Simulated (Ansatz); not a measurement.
Molecular dynamics of ClH₄O₄Ta

The input (input.yaml):

```yaml
crystal:
  periodic: [false, false, false]
  atoms:
    - { symbol: Ta, position_ang: [-0.377154, -0.148464, -0.016976] }
    - { symbol: Cl, position_ang: [2.031114, -0.396336, -0.067304] }
    - { symbol: O, position_ang: [-0.064814, -0.205743, 1.894855] }
    - { symbol: H, position_ang: [0.761128, -0.297989, 2.400499] }
    - { symbol: O, position_ang: [-0.191827, -0.145714, -1.914839] }
    - { symbol: H, position_ang: [0.5088, -0.210658, -2.584474] }
    - { symbol: O, position_ang: [-1.26677, 1.546671, 0.081222] }
    - { symbol: H, position_ang: [-1.483969, 1.944516, 0.944723] }
    - { symbol: O, position_ang: [-1.600831, -1.623052, 0.034526] }
    - { symbol: H, position_ang: [-1.896877, -1.992331, 0.887169] }
basis:
  gaussian: { orbitals: def2-SVP }
hamiltonian:
  xc: pbe
md:
  timestep: 0.25
  n_steps: 100
  ensemble: nvt_nose_hoover
  temperature: 3000.0
  initial_velocities: maxwell_boltzmann
  seed: 714099
  nose_hoover: { tau: 300.0, chain_length: 5 }
```

Run as:

```bash
$ ansatz run input.yaml --threads 2 --pin off --max-ram 3072MiB --backend cpu --events-out ev --progress --plain --runs-dir out
```

It starts from a relaxed structure.

Output, in part (one step line in 4, the closing report, with atoms numbered from 0):

```
md step     0: t =     0.00 fs  T =  3000.0 K  F+E_penalty+E_count = -22312.26660015 eV  E_kin = 3.102240 eV  conserved = -22309.16436018 eV  (32 SCF iters)
md step     4: t =     1.00 fs  T =  2830.1 K  F+E_penalty+E_count = -22312.09022199 eV  E_kin = 2.926543 eV  conserved = -22309.16367930 eV  (31 SCF iters)
md step     8: t =     2.00 fs  T =  2500.5 K  F+E_penalty+E_count = -22311.74811892 eV  E_kin = 2.585737 eV  conserved = -22309.16238612 eV  (32 SCF iters)
md step    12: t =     3.00 fs  T =  2297.1 K  F+E_penalty+E_count = -22311.53792538 eV  E_kin = 2.375389 eV  conserved = -22309.16255365 eV  (32 SCF iters)
md step    16: t =     4.00 fs  T =  2212.1 K  F+E_penalty+E_count = -22311.45064084 eV  E_kin = 2.287446 eV  conserved = -22309.16323529 eV  (31 SCF iters)
md step    20: t =     5.00 fs  T =  2087.8 K  F+E_penalty+E_count = -22311.32257847 eV  E_kin = 2.158917 eV  conserved = -22309.16373801 eV  (33 SCF iters)
md step    24: t =     6.00 fs  T =  1823.2 K  F+E_penalty+E_count = -22311.04852435 eV  E_kin = 1.885349 eV  conserved = -22309.16329817 eV  (32 SCF iters)
md step    28: t =     7.00 fs  T =  1548.4 K  F+E_penalty+E_count = -22310.76315338 eV  E_kin = 1.601206 eV  conserved = -22309.16212471 eV  (31 SCF iters)
md step    32: t =     8.00 fs  T =  1467.5 K  F+E_penalty+E_count = -22310.68078026 eV  E_kin = 1.517559 eV  conserved = -22309.16346442 eV  (31 SCF iters)
md step    36: t =     9.00 fs  T =  1343.0 K  F+E_penalty+E_count = -22310.55231614 eV  E_kin = 1.388774 eV  conserved = -22309.16386350 eV  (31 SCF iters)
md step    40: t =    10.00 fs  T =  1089.7 K  F+E_penalty+E_count = -22310.28848840 eV  E_kin = 1.126801 eV  conserved = -22309.16209189 eV  (31 SCF iters)
md step    44: t =    11.00 fs  T =  1053.2 K  F+E_penalty+E_count = -22310.25015268 eV  E_kin = 1.089075 eV  conserved = -22309.16156778 eV  (32 SCF iters)
md step    48: t =    12.00 fs  T =  1342.9 K  F+E_penalty+E_count = -22310.55109157 eV  E_kin = 1.388640 eV  conserved = -22309.16305793 eV  (31 SCF iters)
md step    52: t =    13.00 fs  T =  1655.8 K  F+E_penalty+E_count = -22310.87539774 eV  E_kin = 1.712258 eV  conserved = -22309.16391201 eV  (31 SCF iters)
md step    56: t =    14.00 fs  T =  1773.7 K  F+E_penalty+E_count = -22310.99701236 eV  E_kin = 1.834099 eV  conserved = -22309.16389510 eV  (32 SCF iters)
md step    60: t =    15.00 fs  T =  1705.1 K  F+E_penalty+E_count = -22310.92504958 eV  E_kin = 1.763259 eV  conserved = -22309.16299999 eV  (31 SCF iters)
md step    64: t =    16.00 fs  T =  1692.5 K  F+E_penalty+E_count = -22310.91036825 eV  E_kin = 1.750216 eV  conserved = -22309.16159696 eV  (31 SCF iters)
md step    68: t =    17.00 fs  T =  1994.5 K  F+E_penalty+E_count = -22311.22392670 eV  E_kin = 2.062503 eV  conserved = -22309.16314150 eV  (31 SCF iters)
md step    72: t =    18.00 fs  T =  2306.4 K  F+E_penalty+E_count = -22311.54753319 eV  E_kin = 2.384979 eV  conserved = -22309.16461380 eV  (30 SCF iters)
md step    76: t =    19.00 fs  T =  2291.3 K  F+E_penalty+E_count = -22311.53066284 eV  E_kin = 2.369397 eV  conserved = -22309.16370466 eV  (30 SCF iters)
md step    80: t =    20.00 fs  T =  2111.4 K  F+E_penalty+E_count = -22311.34248701 eV  E_kin = 2.183338 eV  conserved = -22309.16195914 eV  (30 SCF iters)
md step    84: t =    21.00 fs  T =  2094.8 K  F+E_penalty+E_count = -22311.32527153 eV  E_kin = 2.166180 eV  conserved = -22309.16226790 eV  (33 SCF iters)
md step    88: t =    22.00 fs  T =  2181.2 K  F+E_penalty+E_count = -22311.41563241 eV  E_kin = 2.255546 eV  conserved = -22309.16365375 eV  (31 SCF iters)
md step    92: t =    23.00 fs  T =  2099.1 K  F+E_penalty+E_count = -22311.33052458 eV  E_kin = 2.170611 eV  conserved = -22309.16388824 eV  (30 SCF iters)
md step    96: t =    24.00 fs  T =  1810.2 K  F+E_penalty+E_count = -22311.03046371 eV  E_kin = 1.871861 eV  conserved = -22309.16296250 eV  (33 SCF iters)
md step   100: t =    25.00 fs  T =  1566.6 K  F+E_penalty+E_count = -22310.77677435 eV  E_kin = 1.620034 eV  conserved = -22309.16144184 eV  (33 SCF iters)
Total energy: -22310.77683945 eV, -819.9059260622 hartree
Atom 0 at    -0.335013    -0.122262    -0.070825 Å, force    -3.306682     0.117637     3.428448 eV/Å
Atom 1 at     1.968483    -0.579748    -0.000183 Å, force     0.567624     0.059647    -0.318275 eV/Å
Atom 2 at    -0.119359    -0.114679     1.955436 Å, force     2.154528     0.938218     0.259495 eV/Å
Atom 3 at     0.662292     0.190102     2.558400 Å, force    -1.698077    -0.825474    -1.626904 eV/Å
Atom 4 at    -0.190748     0.022252    -2.029049 Å, force    -3.661787    -0.697278     4.193037 eV/Å
Atom 5 at     0.496185     0.152399    -2.592206 Å, force     3.643422     0.631371    -3.146378 eV/Å
Atom 6 at    -1.586745     1.329583     0.287047 Å, force    -1.737466     1.618309    -0.123383 eV/Å
Atom 7 at    -2.380113     1.974114     0.636208 Å, force     3.120838    -2.509516    -1.198792 eV/Å
Atom 8 at    -1.522825    -1.597300     0.340418 Å, force     0.755469     0.959515    -2.266010 eV/Å
Atom 9 at    -1.562232    -2.200763     1.080702 Å, force     0.162130    -0.292428     0.798761 eV/Å
Dipole moment:    -0.129974     0.246355     0.142239 e Å
```

All steps were run. The conserved energy stayed within 0.3 meV per atom of its start (net change 0.29 meV per atom), so the integration is sound. The mean temperature of the second half is 35 % below the set value. A run of 0.025 ps of so small a system gives no equilibrium averages.

The same pairs are bonded in the first frame and the last. Pairs count as bonded within 1.25 times the sum of covalent radii (0.12 Å more for H–H).

Last frame:

```xyz
10
Properties=species:S:1:pos:R:3
Ta -0.335 -0.122 -0.071
Cl 1.968 -0.580 0.000
O -0.119 -0.115 1.955
H 0.662 0.190 2.558
O -0.191 0.022 -2.029
H 0.496 0.152 -2.592
O -1.587 1.330 0.287
H -2.380 1.974 0.636
O -1.523 -1.597 0.340
H -1.562 -2.201 1.081
```

Time of the run: 5.5 min on 2 threads of Arm Neoverse V1, with other jobs on the host, peak memory 0.17 GiB.
